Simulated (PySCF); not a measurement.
A mixed set of molecules. The calculation used PySCF 2.14.0, density-fitted response routines, TDDFT B3LYP/def2-SVPD, vertical, gas phase, core orbitals frozen in the response. Geometries: GFN2-xTB; one conformer of each isolated species. Triplets are in the Tamm–Dancoff approximation.

Task: Rank by computed S1–T1 gap, highest first.
A. `C1(=C(NC=O)C1)OC`
B. `C=CC(=O)N/C=C\F`
C. `C=CN(C)[SiH](P)P`
D. `CCC[SiH2]C[SiH3]`
E. `O[SiH2][C@@H]1COC1=S`

Result: A (1.30 eV), B (1.10 eV), C (0.53 eV), E (0.35 eV), D (0.18 eV).

```csv
SMILES,S1−T1 (eV),S1 (eV),T1 (eV),S1 mainly,T1 mainly,f(S1)
COC1=C(NC=O)C1,1.30,4.87,3.58,H→L (68%),H→L (93%),0.186
C=CC(=O)N/C=C\F,1.10,4.46,3.36,H-1→L (98%),H→L (89%),0.000
C=CN(C)[SiH](P)P,0.53,4.72,4.19,H→L (98%),H→L+2 (26%),0.019
O[SiH2][C@@H]1COC1=S,0.35,3.46,3.11,H→L (100%),H→L (99%),0.000
CCC[SiH2]C[SiH3],0.18,7.32,7.14,H→L (94%),H→L (54%),0.004
```

H and L stand for HOMO and LUMO. For `C=CC(=O)N/C=C\F` and `C=CN(C)[SiH](P)P` the leading configurations of S1 and T1 differ. Singlets come from full response and triplets from the Tamm–Dancoff approximation.
